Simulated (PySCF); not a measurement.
Mapped SMILES: `[CH:1]#[C:2][C:3]1([C:4]#[N:5])[CH:6]=[CH:7]1`. Each H is labelled by its parent atom.

PySCF calculation with σ from GIAO-PBE0/pcSseg-1 and structure optimised with GFN2-xTB; no solvent, non-relativistic, single conformer, fast rotation and ring inversion assumed for equivalent nuclei.

Referencing at the same level of theory: TMS for 13C (σref 186.93) and 1H (σref 31.72); 15N (σref 267.73) vs NH3.

```tsv
atoms	nucleus	count	Hirshfeld charge	δ (ppm)
C1	13C	1	-0.10	73.8
C4	13C	1	0.07	125.6
H(C1)	1H	1	0.10	1.48
N5	15N	1	-0.22	291.0
H(C6)/H(C7)	1H	2	0.10	7.15
C6/C7	13C	2	-0.01	?
C3	13C	1	0.03	?
C2	13C	1	-0.05	87.9
```

Task: Fill in the missing shifts.

Result: 
- C6/C7: 118.1 ppm, alkene CH; an sp2 carbon of a C=C bond
- C3: 2.6 ppm, three-membered-ring carbon; carbons of three-membered rings are unusually shielded

Shifts are as computed. Against solution values, carbons near 30 ppm lie about +3 ppm off and those near 130 ppm about +5 ppm. Of 1211 compounds with measured shifts, 218 miss one by over three times the rms of a fit or turn the order of signals round; such compounds aren't used in these exercises. Experimental scales use liquid or dissolved standards, which lie at an offset from isolated NH3 (liquid NH3: subtract about 20 ppm). Unscaled 15N shifts of sp2 nitrogen come out 20 to 40 ppm too high even then.
